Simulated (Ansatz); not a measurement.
Reaction (redistribution): `N[SiH](Cl)O[SiH3]` + `B[SiH2]N[SiH3]` → `N[Si]([SiH3])(Cl)O[SiH3]` + `B[SiH2]N`

Program: Ansatz. Geometries: PBE0-D4/def2-TZVP. ΔE: electronic, gas phase. CBS: MP2 limit from def2 TZ/QZ plus the TZ coupled-cluster correction, frozen cores. Functionals use def2-TZVPP. One conformer a species, not always the lowest.

```csv
level,ΔE (kcal/mol)
r2SCAN-D4,12.9
CCSD/CBS(def2),15.4
```

**Question.** What does CCSD(T)/CBS give? (Best estimate.)

**Answer.** Ansatz gave: +14.7 kcal/mol. The listed levels differ from it by -1.8, 0.7 kcal/mol.

Largest T1 diagnostic among the species: 0.012.

In def2-TZVPP, CCSD(T) changes the Hartree–Fock value by −4.5 kcal/mol (the triples alone add −0.7 kcal/mol) and MP2 by −2.9 kcal/mol. The D4 term adds −0.9 kcal/mol with B3LYP and −0.6 kcal/mol with PBE0; it sums over pairs of atoms, weighted by their polarisabilities, and B3LYP, whose exchange is more repulsive, gets the larger term.

B3LYP here is the variant with VWN-RPA as its local correlation; programs differ in this.
